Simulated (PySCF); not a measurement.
Species: hexafluoro-1,3-butadiene, C4F6.
Cartesian coordinates in Å at the PBE0-D3(BJ)/def2-SVP level; atoms count from 1:
```xyz
10
C4F6 angstrom
F      2.4528   -0.1238    0.7222
C      1.3049   -0.0098    1.3285
F      1.4276    0.0604    2.6258
C      0.1125    0.0328    0.7137
F     -0.9743    0.1503    1.4734
C     -0.1118   -0.0394   -0.7193
F      0.9730   -0.1753   -1.4788
C     -1.3037    0.0174   -1.3333
F     -2.4483    0.1537   -0.7251
F     -1.4298   -0.0617   -2.6296
```

Jobs on this species (10 atoms, 78 electrons) with PySCF (density fitting). Hardware of each: one thread of an Arm Neoverse V2, shared host. Times come from a shared host and carry two figures at best.

Question: Rank these jobs by wall time, shortest first.
A. PBE0/pcSseg-1; shieldings, charges and field gradients; 170 basis functions
B. PBE0-D3(BJ)/def2-SVP, grid level 1; geometry optimisation from a GFN2-xTB start; 140 basis functions
C. CAM-B3LYP/def2-SVPD; 10 singlets by full TDDFT, 4 Tamm–Dancoff triplets, polarisability, ΔSCF ions; 218 basis functions

Answer: A (17 s), B (69 s), C (1.9 min).

All jobs:

| level and settings | work | basis functions | SCF cycles | wall time |
| --- | --- | --- | --- | --- |
| PBE0/pcSseg-1 | shieldings, charges and field gradients | 170 | 14 | 17 s |
| PBE0-D3(BJ)/def2-SVP, grid level 1 | geometry optimisation from a GFN2-xTB start | 140 | 63 | 69 s |
| B3LYP/pcJ-1 | spin–spin couplings from 6 perturbed nuclei | 270 | 13 | 76 s |
| CAM-B3LYP/pcSseg-2 | shieldings | 360 | 13 | 90 s |
| CAM-B3LYP/def2-SVPD | 10 singlets by full TDDFT, 4 Tamm–Dancoff triplets, polarisability, ΔSCF ions | 218 | 13 | 1.9 min |

Q: What do all jobs in the table cost together?

A: About 6.1 min; the longest takes about 31 % of that, and about 6.7 times as long as the shortest.
